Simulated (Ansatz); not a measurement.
Frontier orbitals of H₄O₂S₂Ti, SMILES `[OH][Ti]([OH])([SH])[SH]`.

Charge 0, multiplicity 1. Correlated methods include outer-core shells of Ti, which these sets cover unevenly. Scalar relativity is left out up to krypton. The geometry is a stationary point of PBE0-D4/def2-TZVP. It is one conformer, not always the lowest. Basis def2-TZVPP, the Gaussian-basis code of Ansatz.

Orbital energies of one run (eV). Highest occupied ones, from the top: -8.46, -9.26, -9.80, -10.06, -11.53, -11.77, -11.87, -12.30, -12.78, -12.82, -16.03, -16.27, -21.32, -21.50. Empty: -1.11, -0.94, -0.50, -0.17, -0.02, 0.45.

Problem. Which functional gave them?
A. ωB97M-V
B. PBE0
C. CAM-B3LYP
D. r2SCANh

Solution. C. HOMO energies: CAM-B3LYP -8.46, PBE0 -7.21, r2SCANh -6.75, ωB97M-V -9.30 eV.
